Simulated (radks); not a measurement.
Values are calculated unless marked as measured or tabulated.
Initial-state core-level shifts of neutral sulfur when its valence configuration changes from [Ne] 3s2 3p4. Code: a radial shooting solver on a logarithmic mesh with Libxc functionals. Model: Dirac Kohn-Sham, LDA (Slater exchange, Perdew-Wang correlation), spin-unpolarised, spherical densities, finite nucleus; open shells fill j = l - 1/2 first; Fermi nuclear charge, rms radius 3.2611 fm. Shifts are changes of the shell-averaged eigenvalues in eV (positive: less bound); the change of the density at the nucleus, which sets a Mossbauer isomer shift, is in e/bohr^3, on a base of 2922.

valence,1s,2s,2p,density at nucleus
3s1 3p5,-1.417,-1.402,-1.381,-9.8546
3p6,-2.744,-2.726,-2.683,-20.1346
3s1.5 3p4.5,-0.721,-0.712,-0.702,-4.8714
3s0.5 3p5.5,-2.091,-2.073,-2.041,-14.9440
